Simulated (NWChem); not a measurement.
AuNH$_{3}$F; SMILES [NH3]->[Au][F]

```xyz
6

Au     0.0000     0.0000     0.0450
F      0.0000     0.0000     1.9692
N      0.0000     0.0000    -2.0143
H      0.6708     0.6708    -2.3938
H     -0.9163     0.2455    -2.3938
H      0.2455    -0.9163    -2.3938
```
Atoms are numbered in this order, from 1.

Computed with NWChem. Structure relaxed at the PBE0/def2-SVP level. def2 effective core potentials on Au; no spin-orbit coupling.

Q: What does the run give for CAM-B3LYP/def2-SVP? Quantities: highest occupied level (eV); orbital gap (eV); dipole (D).

A: 
```yaml
highest occupied level (eV): -8.46
orbital gap (eV): 8.96
dipole (D): 8.62
```
